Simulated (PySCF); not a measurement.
Cartesian coordinates (Å):
```xyz
13

Zr     0.1487    -0.0187     0.0756
N     -1.4948     1.2217     0.0575
H     -2.4875     0.9882    -0.0554
H     -1.4355     2.2251     0.2737
N     -0.4543    -1.9799     0.2495
H     -0.3955    -2.6110     1.0563
H     -0.7932    -2.5305    -0.5499
N      1.2031     0.1890    -1.6808
H      1.8724    -0.5168    -2.0138
H      1.1179     0.9033    -2.4123
N      1.3392     0.4953     1.6753
H      2.3535     0.6459     1.7112
H      0.9564     0.7461     2.5959
```
Charge 0, multiplicity 1.

### Question
What is the computed total energy, HOMO–LUMO gap, HOMO, LUMO, dipole moment and charge on the central atom (Mulliken) (PBE-D3(BJ)/def2-TZVP // PBE-D3(BJ)/def2-SVP in PySCF)?

### Answer

| Quantity | Result |
|---|---|
| total energy | -270.8858 Ha |
| HOMO–LUMO gap | 4.50 eV |
| HOMO | -5.34 eV |
| LUMO | -0.84 eV |
| dipole moment | 0.01 D |
| charge on the central atom (Mulliken) | 1.51 e |
